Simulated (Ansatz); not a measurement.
Reaction (formal exchange of groups at the Si–C bond): `[SiH3][CH]1[CH2][GaH]1` + `[OH][SnH]([F])[F]` → `[OH][Sn]([F])([F])[SiH3]` + `[CH2]1[CH2][GaH]1`

Gas-phase electronic energies from Ansatz, PBE0-D4/def2-TZVP geometries. CCSD(T)/CBS adds triple-zeta CCSD(T) − MP2 to the extrapolated MP2 energy (def2 sets, frozen cores). DFT in def2-TZVPP. B3LYP here is the variant with VWN-RPA as its local correlation; programs differ in this. Elements past krypton have def2 core potentials. For Ga, Sn outer-core shells are correlated without core-valence functions, which leaves a few kJ/mol of doubt a bond. Scalar relativity is left out up to krypton. Each species was taken in one conformer, which may not be the lowest.

(1) Is it downhill or uphill in electronic energy at CCSD(T)/CBS, and by how much? (Estimate.)

(2) What do these levels give: PBE-D4, PBE0-D4, ωB97X-V, B2PLYP, PBE0, B3LYP, MP2/def2-TZVPP, CCSD/def2-TZVPP, CCSD(T)/def2-TZVPP, MP2/def2-QZVPP, SCS-MP2/def2-QZVPP, CCSD/CBS(def2)? (An estimate is asked.)

Largest T1 diagnostic among the species: 0.017.

## Answers

(1) Computed: Uphill: ΔE = +0.16 eV.

(2) Ansatz gave: PBE-D4 0.24, PBE0-D4 0.12, ωB97X-V -0.06, B2PLYP 0.14, PBE0 0.07, B3LYP 0.20, MP2/def2-TZVPP -0.01, CCSD/def2-TZVPP 0.04, CCSD(T)/def2-TZVPP 0.12, MP2/def2-QZVPP 0.01, SCS-MP2/def2-QZVPP 0.03, CCSD/CBS(def2) 0.08 eV.

The D4 term adds +0.10 eV with B3LYP and +0.05 eV with PBE0; it sums over pairs of atoms, weighted by their polarisabilities, and B3LYP, whose exchange is more repulsive, gets the larger term. From PBE to PBE0 (25 % exact exchange), in def2-TZVPP and without D4, ΔE moves by −0.11 eV.
